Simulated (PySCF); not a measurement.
# Exercise with solution: oscillator strength and radiative lifetime

Be(Et)(OH) (C2H6BeO), SMILES C[CH2][Be][OH].

The structure is a stationary point at ωB97X-D3(BJ)/def2-SVP. The geometry has at least one imaginary mode, so it is a saddle point at that level. The values are those of a single conformer.

TDA-ωB97X/def2-SVPD run with PySCF 2.14.0 puts the first singlet state with f over 0.02 at 7.32 eV (vertical), with the transition dipole (-0.305, -0.325, 0.000) in atomic units.

### Question
Find the oscillator strength, the wavelength and the radiative lifetime that this transition would have in vacuum if emission retraced absorption.

### Answer

|μ|² = 0.1986 au, so |μ| = 1.13 D. ΔE = 7.32/27.211 = 0.2690 hartree. f = (2/3) ΔE |μ|² = 0.036 (the program prints 0.036).
λ = 1239.84/7.32 = 169 nm; ν = 59040 cm⁻¹.
Einstein's coefficient A = 0.6670 ν² f s⁻¹ (ν in cm⁻¹) = 8.3e7 s⁻¹, so τ = 1/A = 12 ns. This state is S1. The figure is the radiative limit of this one transition; relaxation, internal conversion, crossing to triplets and a medium change what is measured.
